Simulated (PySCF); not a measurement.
B2H6NSi, BFH4NSi, B2H3NO (calculated)

Computed with PySCF 2.14.0. Calculation on a computer-drawn molecule: the log of a Hartree-Fock and frozen-core CCSD(T) single point meant for a local Hartree-Fock minimum, with one planted fault or none, to be diagnosed. Offsets are logged minus clean, where the clean run is the same molecule without the fault. The reference is restricted for singlets and unrestricted otherwise, and also for a bond in bohr or an excited solution. Adding or removing an electron swaps singlet and doublet. The excited solution moves the top pair (singlet) or top alpha electron (doublet) to the lowest empty orbital. Highest occupied and lowest empty are orbital energies over both spins, largest force is the largest gradient component, triples share is (T) over the correlation energy, the T1 limit is 0.02 restricted and 0.045 unrestricted, electrons count all cores, a negative frequency is imaginary (commonest isotopes), and the dipole is about the centre of nuclear charge.

Common to all runs: meant charge 0; logged SCF converged yes; logged CC converged yes; logged SCF stable within its kind yes; possible faults no fault, one electron removed, one electron added, multiplicity raised by two, geometry at a saddle point, SCF held on an excited solution, minimal basis STO-3G, one bond length entered in bohr, all coordinates scaled.

```json
{"entry": 1, "formula": "B2H6NSi", "logged_structure": {"atoms_angstrom": [["B", -1.6933, -0.1023, 2.1307], ["N", -0.4329, -0.5088, 2.6249], ["Si", 1.0678, -0.6153, 1.768], ["B", 1.7235, 0.1837, -1.7031], ["H", -1.801, 0.2223, 0.982], ["H", -2.6394, -0.0884, 2.8695], ["H", -0.4029, -0.77, 3.5936], ["H", 2.079, -1.1016, 2.7266], ["H", 2.8521, 0.0313, -2.0807], ["H", 0.8732, 0.5781, -2.4466]]}, "given": {"meant_multiplicity": 2, "meant_basis": "cc-pV(D+d)Z", "logged_electrons": 37, "logged_basis_functions": 95, "logged_spin_squared": 1.084, "logged_highest_occupied [eV]": -8.0371, "logged_lowest_empty [eV]": 1.3265, "logged_largest_force [hartree/bohr]": 0.031922, "logged_T1_diagnostic": 0.054922, "logged_D1_diagnostic": 0.26496, "logged_triples_share": 0.026589, "logged_dipole_magnitude [debye]": 1.5446, "logged_energy_HF [hartree]": -396.14932, "logged_energy_CCSD(T) [hartree]": -396.62599, "drawn_bonds_atom": [1, 2, 3, 1, 1, 2, 3, 4, 4], "drawn_bonds_other_atom": [2, 3, 4, 5, 6, 7, 8, 9, 10], "drawn_bonds_order": [1, 1, 1, 1, 1, 1, 1, 1, 1]}, "results": {"planted_fault": "one bond length entered in bohr, row 3 of the drawn bonds", "HF_energy_offset_from_clean_run [kcal/mol]": 61.74, "CCSD(T)_energy_offset_from_clean_run [kcal/mol]": 71.58}, "notes": ["T1 above single-reference limit"]}
{"entry": 2, "formula": "BFH4NSi", "logged_structure": {"atoms_angstrom": [["B", -2.8394, 0.3138, -0.6171], ["N", -1.7841, -2.0895, -0.1453], ["Si", -0.1104, -2.4787, 0.0632], ["F", 0.3305, -3.5456, -1.0737], ["H", -4.0305, 0.4298, -0.712], ["H", -2.1176, 1.266, -0.7275], ["H", -2.4367, -2.8479, -0.0574], ["H", 0.6895, -1.253, -0.1135]]}, "given": {"meant_multiplicity": 2, "meant_basis": "cc-pV(D+d)Z", "logged_electrons": 39, "logged_basis_functions": 85, "logged_spin_squared": 1.4537, "logged_highest_occupied [eV]": -8.4329, "logged_lowest_empty [eV]": 1.408, "logged_largest_force [hartree/bohr]": 0.042863, "logged_T1_diagnostic": 0.065146, "logged_D1_diagnostic": 0.388, "logged_triples_share": 0.02963, "logged_dipole_magnitude [debye]": 1.6505, "logged_energy_HF [hartree]": -469.7334, "logged_energy_CCSD(T) [hartree]": -470.29331, "drawn_bonds_atom": [1, 2, 3, 1, 1, 2, 3], "drawn_bonds_other_atom": [2, 3, 4, 5, 6, 7, 8], "drawn_bonds_order": [1, 1, 1, 1, 1, 1, 1]}, "results": {"planted_fault": "one bond length entered in bohr, row 1 of the drawn bonds", "HF_energy_offset_from_clean_run [kcal/mol]": 117.8, "CCSD(T)_energy_offset_from_clean_run [kcal/mol]": 122.0}, "notes": ["T1 above single-reference limit"]}
{"entry": 3, "formula": "BFH4NSi", "logged_structure": {"atoms_angstrom": [["B", -2.8394, 0.3138, -0.6171], ["N", -2.281, -0.958, -0.3674], ["Si", -0.6073, -1.3473, -0.1589], ["F", -0.1664, -2.4141, -1.2958], ["H", -4.0305, 0.4298, -0.712], ["H", -2.1176, 1.266, -0.7275], ["H", -2.9336, -1.7165, -0.2795], ["H", 0.1927, -0.1215, -0.3356]]}, "given": {"meant_multiplicity": 2, "meant_basis": "cc-pV(D+d)Z", "logged_electrons": 39, "logged_basis_functions": 85, "logged_spin_squared": 0.7529, "logged_highest_occupied [eV]": -9.4779, "logged_lowest_empty [eV]": 1.6016, "logged_largest_force [hartree/bohr]": 1.1892e-05, "logged_lowest_frequency [cm^-1]": 51.729, "logged_T1_diagnostic": 0.015194, "logged_D1_diagnostic": 0.05067, "logged_triples_share": 0.023102, "logged_dipole_magnitude [debye]": 1.6155, "logged_energy_HF [hartree]": -469.92116, "logged_energy_CCSD(T) [hartree]": -470.48779, "drawn_bonds_atom": [1, 2, 3, 1, 1, 2, 3], "drawn_bonds_other_atom": [2, 3, 4, 5, 6, 7, 8], "drawn_bonds_order": [1, 1, 1, 1, 1, 1, 1]}, "results": {"planted_fault": "no fault", "HF_energy_offset_from_clean_run [kcal/mol]": 0.0, "CCSD(T)_energy_offset_from_clean_run [kcal/mol]": 0.0}}
{"entry": 4, "formula": "B2H3NO", "logged_structure": {"atoms_angstrom": [["B", -1.2888, -0.618, -2.1707], ["O", -0.4907, 0.2102, -1.4384], ["B", -0.0239, 0.0652, -0.1991], ["N", 0.421, -0.04, 0.9401], ["H", -1.5765, -0.2614, -3.2746], ["H", -1.6705, -1.6532, -1.7015], ["H", 1.0898, -0.2031, 2.6654]]}, "given": {"meant_multiplicity": 1, "meant_basis": "cc-pVDZ", "logged_electrons": 28, "logged_basis_functions": 71, "logged_spin_squared": 0.6993, "logged_highest_occupied [eV]": -10.634, "logged_lowest_empty [eV]": 1.3801, "logged_largest_force [hartree/bohr]": 0.049449, "logged_T1_diagnostic": 0.066727, "logged_D1_diagnostic": 0.30948, "logged_triples_share": 0.037095, "logged_dipole_magnitude [debye]": 0.68228, "logged_energy_HF [hartree]": -180.33351, "logged_energy_CCSD(T) [hartree]": -180.88461, "drawn_bonds_atom": [1, 2, 3, 1, 1, 4], "drawn_bonds_other_atom": [2, 3, 4, 5, 6, 7], "drawn_bonds_order": [1, 1, 2, 1, 1, 1]}, "results": {}, "notes": ["T1 above single-reference limit"]}
```

## Withheld values
1. Give the missing planted fault for B2H3NO (entry 4).

Calculated values
1. one bond length entered in bohr, row 6 of the drawn bonds

Further results for B2H3NO (entry 4):

| Quantity | Value |
| --- | --- |
| HF energy offset from clean run | 113.8 kcal/mol |
| CCSD(T) energy offset from clean run | 108.6 kcal/mol |
